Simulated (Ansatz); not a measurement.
Species: cyclobuten-1-yloxysilane, C₄H₈OSi, charge 0, multiplicity 1. 
Coordinates optimised at B3LYP-D3(BJ)/def2-TZVP (Ansatz, an electronic-structure program):
```
C
C 1 1.3356
O 1 1.3488 2 132.79
H 2 1.0798 1 134.12 3 -0.02
C 1 1.5125 2 96.10 4 -179.96
H 5 1.0920 1 115.93 2 114.98
H 5 1.0921 6 109.18 1 -133.17
C 2 1.5197 4 133.12 1 -179.96
H 8 1.0918 2 115.92 4 -64.92
H 8 1.0918 9 109.05 2 -133.01
Si 3 1.6605 1 126.46 2 179.20
H 11 1.4739 3 105.33 1 179.67
H 11 1.4810 12 110.64 3 119.64
H 11 1.4810 12 110.63 13 120.74
```

Total electronic energies in hartree. Correlated levels leave the core frozen unless marked. No spin-orbit coupling. Non-relativistic. CBS(X,Y): correlation extrapolated as X^-3; Hartree-Fock from the larger set.

```tsv
level	program	energy (Eh)
HF/6-31G*	Ansatz	-519.87678
HF/cc-pV(D+d)Z	Ansatz	-519.91624
r2SCAN-D4/def2-TZVPD	Ansatz + dftd4	-521.86690
B2GP-PLYP-D4/def2-TZVPD	Ansatz + dftd4	-521.62365
RI-MP2/CBS(cc-pV(T+d)Z,cc-pV(Q+d)Z)	Ansatz	-521.1500
SCS-MP2/cc-pV(D+d)Z	Ansatz	-520.73029
CCSD/cc-pwCVTZ	Ansatz	-521.07331
CCSD/cc-pV(Q+d)Z	Ansatz	-521.13537
CCSD(T)/CBS(cc-pV(T+d)Z,cc-pV(Q+d)Z)	Ansatz	-521.2306
```

Totals of different functionals don't rank their quality; only differences between species are comparable.
